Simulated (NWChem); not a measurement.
System: diarsenic (As2); SMILES [As]#[As]

```xyz
2

As     0.0000     0.0000     1.0593
As     0.0000     0.0000    -1.0593
```
Atoms are numbered in this order, from 1.

Program: NWChem. Geometry optimised at B3LYP/6-31G*; all other runs use it. Pople sets run with spherical d functions. Vzz has the sign of the potential's second derivative.

| quantity | level | value |
|---|---|---|
| Vzz As2 (a.u.) | CAM-B3LYP/def2-SVP | (withheld) |
| anisotropy (bohr³), static | PBE0/aug-cc-pVDZ | 41.9 |
| −ε(HOMO) (eV) | B3LYP/def2-SVP | 7.08 |
| absolute shielding σ As1 (ppm) | B3LYP/6-31G*, GIAO | -179.3 |
| highest harmonic frequency (cm⁻¹) | B3LYP/6-31G* | (withheld) |

Q: Some entries are withheld; supply them.

A: 
- Vzz As2 (a.u.), value: -2.583
- highest harmonic frequency (cm⁻¹), value: 447
